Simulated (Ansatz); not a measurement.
Input for Ansatz (an electronic-structure program): SC-NEVPT2 on SA-CASSCF(10,8)/cc-pV(Q+d)Z on P2 (SMILES P#P), 2S+1 = 3, a spin state set in the input, which need not be the lowest. Files ending in .json are basis or fitting sets from the Basis Set Exchange.

Ansatz 0.2 input:
```yaml
crystal:
  periodic: [false, false, false]
  atoms:
    - {symbol: P, position_ang: [-0.00000000, -0.00000000, -1.03508914]}
    - {symbol: P, position_ang: [0.00000000, 0.00000000, 1.03508914]}
basis:
  gaussian:
    orbitals: cc-pV_Q+d_Z.json
magnetization: {spin_polarized: false, initial_magnetization: 2}
correlation: {method: sc_nevpt2, electrons: outside_noble_gas, active_space: {window: {electrons: 10, orbitals: 8}, states: [{multiplicity: 1, weights: [1]}, {multiplicity: 3, weights: [1]}]}}
output: {orbitals: {seedname: ./end}}
```

It printed:

```
WARN ansatz: RAYON_NUM_THREADS=2 ignored (pool sized by the plan → 2); use --threads N
Functional definition: HF
integrals: 0.13 GiB planned
1407 factors; integrals over basis functions are off by at most 1.3e-7 eV
mean field: 0.62 GiB planned
mean field evaluation 1: about -18540.6030 eV, gradient 6.8e0 eV
mean field evaluation 2: about -18540.6672 eV, gradient 6.8e0 eV
mean field evaluation 4: about -18540.9731 eV, gradient 6.7e-1 eV
mean field evaluation 8: about -18540.9796 eV, gradient 2.2e-1 eV
mean field evaluation 16: about -18541.1693 eV, gradient 1.3e0 eV
mean field evaluation 32: about -18542.5769 eV, gradient 4.9e0 eV
mean field evaluation 64: about -18542.7404 eV, gradient 2.9e-6 eV
mean field evaluation 96: about -18542.5981 eV, gradient 1.3e0 eV
mean field evaluation 128: about -18542.0414 eV, gradient 1.9e-1 eV
mean field evaluation 160: about -18542.0417 eV, gradient 1.2e-6 eV
mean field -18542.74038858 eV, -681.4331405594 hartree, gradient 1.4e-6 eV, S^2 2.000000; 16 other end points of the search recorded, 0 dependent functions left out
reference -18542.74038858 eV, -681.4331405594 hartree; 16, 14 occupied and 112, 114 virtual orbitals, 1407 factors
configuration interaction: 0.43 GiB planned
configuration interaction: 0.01 GiB planned
state -18546.67367849 eV, -681.5776862975 hartree
state -18546.67367849 eV, -681.5776862975 hartree; corrected -18552.01525332 eV, -681.7739855519 hartree
configuration interaction: 0.01 GiB planned
state -18544.64016232 eV, -681.5029559568 hartree
state -18544.64016232 eV, -681.5029559568 hartree; corrected -18550.04580940 eV, -681.7016098228 hartree
Total energy: -18551.03053136 eV, -681.7377976873 hartree
```

The run converged. The last total energy is the mean of the averaged states.

Cost: roughly 30 core-seconds.
